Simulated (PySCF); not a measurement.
Compound: Cu(NH3)(OH) (singlet state).
Cartesian coordinates in Å at the PBE0-D3(BJ)/def2-SVP level; atoms count from 1:
```
atom  x, y, z in Å
Cu1   -0.0253    0.0606   -0.7112
N2    -0.0741    0.0969    1.2238
H3    -0.5099    0.9534    1.5711
H4     0.8585    0.0543    1.6381
H5    -0.6065   -0.6820    1.6154
O6    -0.0460    0.1421   -2.4841
H7     0.4033   -0.6252   -2.8531
```

Jobs on this species (7 atoms, 48 electrons) with PySCF (density fitting). Hardware of each: Arm Neoverse V1, one thread, no GPU, shared host. Times come from a shared host and carry two figures at best.

| level and settings | work | basis functions | SCF cycles | wall time |
| --- | --- | --- | --- | --- |
| delta-SCF UKS SCAN, pcX-2 on the ionised atom (unc-x2c-TZVPall on a metal), pcseg-1 elsewhere, spin-free X2C | ΔSCF core ionisation, 3 holes | 143 | ? | ? |
| B3LYP/pcSseg-1 (pcSseg-2 on Cu) | shieldings | 127 | ? | ? |
| PBE0/def2-SVPD | 15 singlets by full TDDFT, 4 Tamm–Dancoff triplets, polarisability | 109 | ? | ? |
| PBE/pcJ-1 | spin–spin couplings from 6 perturbed nuclei | 139 | 18 | 14 s |
| PBE/pcSseg-1 (pcSseg-2 on Cu) | shieldings | 127 | 17 | 11 s |
| PBE0-D3(BJ)/def2-SVP, grid level 1 | geometry optimisation from a GFN2-xTB start | 79 | 36 | 13 s |
| PBE0/pcSseg-1 (pcSseg-2 on Cu) | shieldings, charges and field gradients | 127 | 14 | 19 s |

Q: Fill in the missing figures.

A: 
- delta-SCF UKS SCAN, pcX-2 on the ionised atom (unc-x2c-TZVPall on a metal), pcseg-1 elsewhere, spin-free X2C; ΔSCF core ionisation, 3 holes: 13 s, 55 SCF cycles
- B3LYP/pcSseg-1 (pcSseg-2 on Cu); shieldings: 10 s, 14 SCF cycles
- PBE0/def2-SVPD; 15 singlets by full TDDFT, 4 Tamm–Dancoff triplets, polarisability: 12 s, 13 SCF cycles

Q: What do all jobs in the table cost together?

A: About 92 s; the longest takes about 21 % of that, and about 1.9 times as long as the shortest.
